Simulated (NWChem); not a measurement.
# Correlation energy of H₂Ge

```
Ge
H 1 1.6055
H 1 1.6055 2 90.73
```
Charge 0, spin multiplicity 1.

Everything below was run with NWChem. All single points use one geometry, from B3LYP/def2-SVP, a minimum by its harmonic frequencies.

Basis set: def2-SVP. Each correlation energy counts from its own Hartree-Fock reference.

The Hamiltonian is non-relativistic. The correlated methods keep 9 core orbitals frozen. The structure started from a generated list of species. Coupled-cluster values serve here as a point of comparison, not as the truth.

Q: Order these methods by the correlation energy they give, lowest first: CR-CCSD[T], MP2, SCS-MP2, CCSD+T(CCSD), CCSD.

A: CCSD+T(CCSD) (-238.1 mHa), CR-CCSD[T] (-237.0 mHa), CCSD (-231.5 mHa), MP2 (-216.7 mHa), SCS-MP2 (-209.7 mHa)
